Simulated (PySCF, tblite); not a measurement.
Calculations on `C[C@@H]1C[CH][SiH2]N1C=O` [radical], in the order of a workflow; each names the level of the geometry that it ran on. Settings lines and outputs come from a driver script.

Species: C5H10NOSi (doublet state).
Numbering: `[CH3:1][C@@H:2]1[CH2:3][CH:4][SiH2:5][N:6]1[CH:7]=[O:8]` (hydrogens: H9, H10, H11 on C1; H12 on C2; H13, H14 on C3; H15 on C4; H16, H17 on Si5; H18 on C7)

Step 1: GFN2-xTB geometry optimisation, gas phase (tblite 0.8.0) (from a force-field or distance-geometry start)
```json
{"job": {"kind": "relax", "xc": "GFN2-xTB", "basis": "xTB"}, "charge": 0, "multiplicity": 2}
```
```
step      E/eV     max force
  0    -665.00904    4.020
  1    -665.50844    3.024
  2    -665.61661    1.540
...
123    -666.53871    0.027
124    -666.53876    0.017
125    -666.53880    0.014
126    -666.53883    0.014
127    -666.53886    0.009
```

Energy lowered by 35.3 kcal/mol over 127 steps; largest atomic force 0.009 eV/Å at the end. «max force» is the largest atomic force in eV/Å.

Step 2: GFN2-xTB harmonic vibrations, gas phase (tblite 0.8.0) (on the GFN2-xTB geometry)
```json
{"job": {"kind": "ir", "xc": "GFN2-xTB", "basis": "xTB"}, "charge": 0, "multiplicity": 2}
```
```
(table of modes left out)
```

48 modes from 68 to 3112 cm⁻¹ (unscaled, harmonic); zero-point energy 86.7 kcal/mol; all wavenumbers are real at this level.

Step 3: UKS B3LYP, pcH-1 on C H N O Si, non-relativistic, mean-field spin-orbit, GIAO (PySCF 2.14.0) (on the GFN2-xTB geometry)
```json
{"job": {"kind": "epr", "basis": "pcH-1"}, "charge": 0, "multiplicity": 2}
```
```
...
E = -616.03237172 Eh   <S^2> = 0.7536 (exact 0.7500)
g shifts (ppm)      1          2          3
  rmc          -129       -129       -129
  gc             -2         27         20
  oz_so          71        624        992
  total         -60        522        884
hyperfine (MHz)  atom isotope    a_iso     a_fc   dipolar eigenvalues
    0   13C      -0.65      -0.65     -0.92      0.26      0.66
    1   13C       6.27       6.27     -1.49     -0.50      1.99
    2   13C     -30.62     -30.63     -2.90      1.16      1.74
    3   13C      78.85      78.95    -75.21    -74.14    149.35
    4  29Si      45.90      45.98     -2.41     -0.89      3.31
    5   14N      -0.67      -0.67     -0.61      0.15      0.46
    6   13C      -1.19      -1.19     -0.62     -0.06      0.67
    7   17O      -0.50      -0.49     -2.82      1.28      1.54
    8    1H      -0.59      -0.59     -1.13     -0.98      2.11
    9    1H       0.87       0.87     -1.43     -1.07      2.51
   10    1H       0.75       0.75     -3.18     -2.56      5.74
   11    1H      -2.14      -2.14     -2.03     -1.71      3.74
   12    1H      72.64      72.64     -4.75     -3.89      8.64
   13    1H     158.45     158.45     -5.88     -2.96      8.84
   14    1H     -56.90     -56.91    -35.99     -0.55     36.54
...
```

⟨S²⟩ 0.754; g_iso 2.0028. rmc, gc and oz_so are the mass-correction, gauge-correction and orbital-Zeeman/spin–orbit parts of the g shift along its three principal axes; a_iso is the isotropic hyperfine coupling and a_fc its Fermi-contact part. The log counts atoms from 0, this text from 1.

**Question.** Which step took the most CPU time, and about what did each take on Arm Neoverse V2, one thread, no GPU, shared host?

**Answer.** Step 3, about 99 % of the total. CPU time by step: 1: 0.77 s, 2: 0.55 s, 3: 1.7 min.

Geometry of the electronic-property runs (GFN2-xTB):
```
atom  x, y, z in Å
C1     1.6203    0.6522   -0.6401
C2     0.6749    0.2769    0.5024
C3     0.7233   -1.2387    0.7629
C4    -0.3546   -1.8906   -0.0148
Si5   -1.6627   -0.6949   -0.5380
N6    -0.6855    0.6049    0.1440
C7    -1.1914    1.8342    0.2207
O8    -2.3043    2.1106   -0.1663
H9     1.5122    1.7058   -0.8879
H10    2.6536    0.4643   -0.3582
H11    1.3756    0.0623   -1.5207
H12    0.9581    0.8396    1.4013
H13    1.7088   -1.6442    0.5154
H14    0.5702   -1.4335    1.8330
H15   -0.3286   -2.9594   -0.1337
H16   -1.8214   -0.5018   -1.9802
H17   -2.9378   -0.7688    0.1705
H18   -0.5194    2.5876    0.6782
```

 (This holds for the electronic-property runs.)

One conformer stands for the species.
